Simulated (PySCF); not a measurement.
C4H9NO2Si.
Z-matrix (Å and degrees, GFN2-xTB geometry), rows numbered from 1:
```
C 
C   1  1.5049
O   2  1.2298  1  122.02
N   2  1.3267  1  117.20  3   179.19
C   4  1.4419  2  119.72  1  -178.79
Si  5  1.9238  4  111.06  2    -0.25
C   6  1.9390  5   97.27  4  -179.97
O   7  1.2085  6  125.52  5     1.37
H   1  1.0862  2  109.38  3    21.87
H   1  1.0890  2  109.07  3   -96.50
H   1  1.0868  2  111.24  3   143.45
H   4  1.0086  2  120.84  1     0.29
H   5  1.0920  4  109.26  2  -122.00
H   5  1.0920  4  109.24  2   121.53
H   6  1.4623  5  115.82  4    74.75
H   6  1.4623  5  115.81  4   -74.67
H   7  1.1157  6  116.54  5  -178.68
```

Level of theory: PySCF, TDDFT CAM-B3LYP/def2-SVPD, vertical, gas phase, core orbitals frozen in the response.

Kohn–Sham orbitals with the atoms that hold most of them (Löwdin shares over 4%, at most four atoms; ? is withheld):

```csv
orbital,ε (eV),atoms
LUMO+2,1.17,"C2 30%, O3 20%, N4 13%, C1 9%"
LUMO+1,0.70,"C1 18%, H12 17%, C2 12%, H11 8%"
LUMO,?,?
HOMO,-7.40,?
HOMO-1,-9.39,"N4 37%, O3 24%, C5 10%, C2 7%"
HOMO-2,-10.07,"O3 54%, O8 9%, C1 8%, C2 7%"
HOMO-3,-10.70,"C5 36%, Si6 26%, H16 7%, N4 7%"
```

Task: Which atoms hold the LUMO, and with what shares?

Result: C7 (bonded to O, Si and H) 35%; O8 (bonded to C) 30%; Si6 (bonded to 2 C and 2 H) 11%; H17 (bonded to C) 6%.

Task: Which atoms hold the HOMO, and with what shares?

Result: O8 (bonded to C) 44%; C7 (bonded to O, Si and H) 22%; Si6 (bonded to 2 C and 2 H) 12%; H17 (bonded to C) 10%.

Task: What is the LUMO energy, and the HOMO–LUMO gap?

Result: ε(LUMO) = 0.51 eV; the gap is 7.91 eV (0.2907 hartree).

Task: The HOMO–LUMO gap is 7.91 eV. Where does the response calculation put the lowest singlet, and from which orbitals?

Result: S1 is at 3.18 eV (f = 0.0004), 4.73 eV below the gap, made of HOMO→LUMO (89%). Without the coupling terms of the response equations the lowest excitation would equal the gap.

Task: Give energy, strength and leading configuration of S1 and S6, and follow the Löwdin shares of the leading atoms from the occupied to the empty orbital.

Result: 
- S1 (3.18 eV, f 0.0004), HOMO→LUMO (89%): O8 44% → 30%, C7 22% → 35%
- S6 (6.92 eV, f 0.0009), HOMO-1→LUMO+1 (87%): N4 37% → at most 9%, O3 24% → at most 9%, C1 at most 8% → 18%, H12 at most 8% → 17%

One conformer stands for the species.
